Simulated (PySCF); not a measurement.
**Constants of GeF⁺, step by step**

State: ¹Σ⁺, singlet, closed shell. De refers to Ge⁺ + F. RHF-based CCSD(T) in PySCF 2.14 with Ge cc-pwCVDZ-PP with ECP10, F aug-cc-pVDZ and Ge cc-pwCVTZ-PP with ECP10, F aug-cc-pVTZ (frozen core orbitals: 5; scalar-relativistic core potentials). Correlation energies are extrapolated as n⁻³ (n = 2, 3), Hartree–Fock as (n+1)·exp(−9√n). CV is the change on freezing 4 orbitals instead, in Ge cc-pwCVTZ-PP with ECP10, F cc-pwCVTZ.

```csv
Level,Re (Å),ωe (cm⁻¹),ωexe (cm⁻¹),αe (cm⁻¹),De (eV)
CCSD(T)/DZ,1.6843,781.3,2.88,0.00241,5.446
CCSD(T)/TZ,1.6678,809.6,3.26,0.00251,5.690
HF/CBS,1.6453,865.2,3.38,0.00248,3.733
MP2/CBS,1.6655,812.8,3.14,0.00247,6.087
CCSD/CBS,1.6584,830.6,3.23,0.00247,5.549
CCSD(T)/CBS,1.6654,813.1,3.27,0.00251,5.769
CCSD(T)/CBS+CV,1.6649,813.5,3.28,0.00252,5.776
```

Task: How much is left between CCSD(T)/TZ and the basis-set limit, and how much do the triples give at the limit?

Result: CCSD(T)/CBS less CCSD(T)/TZ: -2.4 mÅ in Re, +3.5 cm⁻¹ in ωe and +0.079 eV in De. CCSD(T)/CBS less CCSD/CBS: +7.0 mÅ in Re, -17.5 cm⁻¹ in ωe and +0.220 eV in De.

Task: What do the later terms add?

Result: CV: -0.5 mÅ in Re, +0.4 cm⁻¹ in ωe and +0.007 eV in De, each against the row above.

The T1 diagnostic is 0.019. The open-shell atoms are computed with UHF. Spin–orbit coupling, excitations beyond (T) and corrections to the Born–Oppenheimer picture are left out.

The whole job (state search and all basis sets along the bond) took about 5.9 min on 4 threads of Intel Xeon 6975P-C (shared host), peak memory 4.8 GiB.
